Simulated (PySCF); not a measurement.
Basis and Hamiltonian dependence of the ionisation energy of Mn²⁺

Mn²⁺ [Ar] 3d5 (6S) → Mn³⁺ [Ar] 3d4 (5D). All values are computed (PySCF 2.14, energy differences of UHF-based or UKS calculations, no spin-orbit coupling). Values in eV.

```csv
basis,Hamiltonian,functions,UHF,PBE,PBE0,MP2 (valence),CCSD(T) (valence),CCSD(T) (valence and next inner shell)
6-31G*,non-relativistic,34,32.721,34.178,34.088,33.301,n/a,n/a
Sapporo-DKH3-DZP-2012,spin-free X2C,43,32.381,n/a,n/a,33.114,n/a,n/a
jorge-DZP-DKH,spin-free X2C,43,31.830,n/a,n/a,32.221,n/a,n/a
aug-cc-pVDZ-DK,spin-free X2C,59,32.512,34.210,34.039,33.289,33.343,n/a
aug-cc-pVDZ,non-relativistic,59,32.750,34.436,34.271,33.518,33.573,n/a
x2c-TZVPPall,spin-free X2C,64,32.356,34.040,33.864,33.184,33.225,33.515
cc-pVTZ-DK,spin-free X2C,68,32.361,n/a,n/a,33.194,n/a,n/a
dyall-av2z,non-relativistic,101,32.604,34.253,34.083,33.362,33.403,n/a
x2c-QZVPPall,spin-free X2C,103,32.362,34.081,33.896,33.221,n/a,n/a
aug-cc-pwCVTZ-DK,spin-free X2C,127,32.352,34.057,33.874,33.230,n/a,n/a
aug-cc-pwCVTZ,non-relativistic,127,32.580,34.260,34.085,33.455,n/a,n/a
"x2c-QZVPPall with one added diffuse shell each of s, p, d, f, g type",spin-free X2C,128,32.362,34.080,33.895,33.221,n/a,n/a
"aug-cc-pwCVTZ-DK with one added diffuse shell each of s, p, d, f, g type",spin-free X2C,152,32.352,34.056,33.874,33.230,n/a,n/a
```

Q: Estimate the row for ANO-RCC-VTZP (spin-free X2C, 59 functions).

A: From the rows with the same Hamiltonian and similar size; the calculation gives UHF 32.46; PBE 34.05; PBE0 33.90; MP2 (valence) 33.31; CCSD(T) (valence) 33.34; CCSD(T) (valence and next inner shell) 33.60 (eV).

Frozen in the all-electron rows: valence: [Ar]; valence and next inner shell: [Ne].

At UHF, jorge-DZP-DKH lies more than 0.3 eV from the median of the rows with comparable relativity. Sets contracted for the neutral atom can be stiff in a shell that they treat as core.

Non-relativistic rows lack the scalar-relativistic shift.

Between the lowest levels the reference is 33.668 ± 0.012 eV (measured; NIST Atomic Spectra Database, ionization energies); it includes spin-orbit coupling, which these numbers lack.
